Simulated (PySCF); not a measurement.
Computed shifts of a molecule C3H8Si, PBE/pcSseg-1 (PySCF), GIAO, gas phase, atoms alike by connectivity averaged where their shifts nearly agree, in ppm (number of nuclei): ¹³C: 30.5 (1), 15.0 (2). ²⁹Si: -24.3 (1). ¹H: 5.38 (1), 5.24 (1), 2.81 (1), 2.71 (1), 1.80 (2), 1.42 (2). References: ¹³C against TMS (σ = 182.0 ppm); ²⁹Si against TMS (σ = 335.4 ppm); ¹H against TMS (σ = 31.49 ppm), references at their B3LYP-D3(BJ)/def2-TZVP geometries, non-relativistic. Coordinates come from a B3LYP-D3(BJ)/def2-SVP optimisation. One conformer was computed; it need not be the lowest.

Task: Identify the compound among the candidates.
A. C1C[SiH2]C1
B. C/C=C\[SiH3]
C. C=C[SiH2]C
D. [SiH3]C1CC1

Result: A, C1C[SiH2]C1
